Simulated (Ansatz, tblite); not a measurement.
Forces on the cluster Li₄O₂ at its r2SCAN-D4/def2-TZVP geometry. Total charge 0; singlet.

The xTB rows come from tblite. The structure comes from a short search, and lower isomers may exist.

GFN1-xTB (tblite), largest force 0.73 eV/Å:

```xyz
6
positions Å, forces eV/Å
Li    1.474    2.151   -1.639   -0.353   -0.511    0.387
Li    0.262    0.482    0.866    0.137    0.246    0.445
Li   -0.269   -0.481   -0.870   -0.135   -0.246   -0.443
Li   -1.463   -2.152    1.647    0.345    0.512   -0.394
O     0.693    1.018   -0.779    0.288    0.418   -0.317
O    -0.698   -1.018    0.776   -0.282   -0.418    0.321
```

GFN2-xTB (tblite), largest force 0.60 eV/Å:

```
Li -0.231 -0.334 0.253
Li 0.043 0.080 0.144
Li -0.044 -0.078 -0.142
Li 0.225 0.335 -0.258
O 0.291 0.421 -0.320
O -0.284 -0.423 0.324
```

PBE-D4/def2-TZVP (Ansatz), largest force 0.08 eV/Å:

```
Li 0.033 0.049 -0.039
Li 0.022 0.039 0.072
Li -0.021 -0.038 -0.069
Li -0.035 -0.050 0.037
O 0.031 0.045 -0.035
O -0.031 -0.045 0.034
```
